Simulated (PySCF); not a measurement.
Hf(Cl)3(OH)(OH2) (Cl₃H₃HfO₂), SMILES [OH][Hf](<-[OH2])([Cl])([Cl])[Cl], multiplicity 1.

Coordinates come from a PBE0-D3(BJ)/def2-SVP optimisation. The multiplicity is an assumed one; other spin states were not compared. The def2 effective core potentials stand for the cores of Hf; spin–orbit coupling is left out. Other conformers were not sampled.

All values below come from PySCF with PBE0-D3(BJ)/def2-SVP.

Frequencies are harmonic and unscaled.

| mode | ν (cm⁻¹) | IR (km/mol) | moving atoms (share of kinetic energy) |
|---|---|---|---|
| 1 | 54 | 2.3 | Cl 68 %, O 28 % |
| 2 | 92 | 0.9 | Cl 58 %, O 30 % |
| 3 | 106 | 2.5 | Cl 59 %, Hf 27 %, O 9 % |
| 4 | 129 | 1.9 | O 44 %, Cl 35 %, H 13 % |
| 5 | 142 | 0.8 | Cl 44 %, H 24 %, Hf 17 %, O 15 % |
| 6 | 160 | 34.5 | O 49 %, H 26 %, Cl 24 % |
| 7 | 168 | 0.0 | O 45 %, Cl 31 %, H 18 % |
| 8 | 264 | 107.0 | H 48 %, O 48 % |
| 9 | 265 | 5.0 | H 94 % |
| 10 | 290 | 26.5 | O 61 %, Cl 23 %, H 13 % |
| 11 | 295 | 174.7 | H 83 %, O 14 % |
| 12 | 354 | 100.1 | Cl 66 %, O 20 %, Hf 11 % |
| 13 | 363 | 114.2 | Cl 70 %, Hf 22 % |
| 14 | 373 | 65.2 | Cl 84 %, Hf 15 % |
| 15 | 422 | 319.9 | H 82 %, O 13 % |
| 16 | 573 | 37.0 | H 84 %, O 13 % |
| 17 | 742 | 139.9 | O 84 %, Hf 9 % |
| 18 | 1572 | 125.8 | H 92 % |
| 19 | 3799 | 70.3 | H 96 % |
| 20 | 3902 | 139.6 | H 92 % |
| 21 | 4025 | 391.3 | H 94 % |
